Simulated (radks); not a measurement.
Spherical jellium clusters: N electrons in a uniform positive sphere of charge N and radius rs N^(1/3), rs = 5.25 bohr. Calculated with a radial shooting solver with Libxc functionals: non-relativistic Kohn-Sham, PBEsol, spin-polarised, spherical densities. Levels are named by radial order and angular momentum (1s, 1p, 1d, 2s, ...), and open shells are averaged over m.

N = 3, configuration 1s2 1p(up 1, down 0). This is the lowest configuration that the search found. Occupied levels:

| level | occupation | eigenvalue (eV) | <r> (bohr) |
|---|---|---|---|
| 1s up | 1 | -3.0669 | 5.542 |
| 1s down | 1 | -2.8157 | 5.258 |
| 1p up | 1 | -1.9227 | 6.954 |

Energy (eV): total -4.54730, kinetic 3.4530, external -37.811, Hartree 18.597, exchange-correlation -8.1932, background 19.406.

Electron density:

| r (bohr) | n(r) (e/bohr^3) |
|---|---|
| 0.254 | 0.002672 |
| 0.893 | 0.002655 |
| 1.53 | 0.002615 |
| 2.17 | 0.002542 |
| 2.81 | 0.002427 |
| 3.45 | 0.002259 |
| 4.09 | 0.002036 |
| 4.73 | 0.001764 |
| 5.37 | 0.001459 |
| 6.01 | 0.001146 |
| 6.64 | 0.0008517 |
| 7.29 | 0.0005968 |
| 7.92 | 0.0003950 |
| 8.56 | 0.0002489 |
| 9.20 | 0.0001512 |
| 9.84 | 0.00008982 |
| 10.5 | 0.00005269 |
| 11.1 | 0.00003068 |
| 11.8 | 0.00001782 |
| 12.4 | 0.00001032 |
